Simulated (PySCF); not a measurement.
Species: `F/C=C(\[C@@H]([SiH3])C(C)=C)F`. The columns A, B, C and D hold Mulliken, IAO, Hirshfeld and ESP-fitted charges (e) of one PBE0/pcSseg-1 density (PySCF), in a shuffled order. Coordinates in Å (GFN2-xTB); the density's dipole moment is (-0.56, 0.34, 0.42) D.

```
atom       x       y       z       A       B       C       D
  C1  -1.322  -1.059  -1.021  -0.122  -0.351  -0.665  -0.033
  C2  -0.945  -0.411   0.070  +0.013  +0.032  +0.381  -0.418
  C3  -1.818  -0.297   1.280  -0.115  -0.422  -0.567  -0.148
  C4   0.384   0.294   0.197  -0.115  -0.400  -0.164  -0.472
 Si5   0.241   2.055  -0.571  +0.310  +0.616  +0.314  +0.566
  C6   1.506  -0.444  -0.432  +0.066  +0.245  +0.024  +0.185
  F7   1.586  -0.379  -1.783  -0.063  -0.274  -0.151  -0.284
  C8   2.456  -1.138   0.179  +0.006  +0.078  -0.057  +0.236
  F9   2.475  -1.258   1.518  -0.084  -0.271  -0.146  -0.280
 H10  -2.280  -1.546  -1.081  +0.043  +0.147  +0.221  +0.101
 H11  -0.697  -1.142  -1.893  +0.033  +0.153  +0.234  +0.118
 H12  -1.354  -0.804   2.127  +0.048  +0.152  +0.156  +0.135
 H13  -1.953   0.749   1.554  +0.044  +0.146  +0.145  +0.125
 H14  -2.793  -0.742   1.101  +0.048  +0.149  +0.166  +0.117
 H15   0.623   0.380   1.260  +0.047  +0.168  +0.140  +0.153
 H16  -0.111   1.926  -1.980  -0.071  -0.103  -0.054  -0.055
 H17  -0.810   2.756   0.167  -0.073  -0.117  -0.086  -0.087
 H18   1.531   2.720  -0.390  -0.076  -0.116  -0.073  -0.078
 H19   3.271  -1.650  -0.308  +0.062  +0.168  +0.182  +0.121
```

**Question.** Which column most likely holds the ESP-fitted charges?

**Answer.** C. Σ q r misses the density's dipole by 0.03 D (C), 0.46 D (A), 1.16 D (B), 1.29 D (D). Charges fitted to the outside potential are the only set here that is tied to the molecule's multipoles.

**Question.** And the Hirshfeld charges?

**Answer.** A. The mean sizes are 0.076 e (A), 0.195 e (D), 0.207 e (C), 0.216 e (B), and Hirshfeld charges are commonly the smallest of these schemes.

As computed, A = Hirshfeld, B = IAO, C = ESP-fitted, D = Mulliken. Hydrogens on carbon: Hirshfeld +0.03 to +0.06, IAO +0.15 to +0.17, ESP-fitted +0.14 to +0.23, Mulliken +0.10 to +0.15 e.

The ESP scheme is a least-squares fit of atom-centred charges to the potential on four shells outside the van der Waals surface, with the total charge fixed. The IAO scheme projects the occupied orbitals on a minimal set of polarised atomic orbitals and counts the electrons in each atom's part of it.

The structure is a single GFN2-xTB conformer in the gas phase; no vibrational or solvent corrections.

Conformer computed: `[CH2:1]=[C:2]([CH3:3])[C@H:4]([SiH3:5])/[C:6]([F:7])=[CH:8]\[F:9]`: C1–C2–C4–Si5 84°, C2–C4–C6–F7 77°.
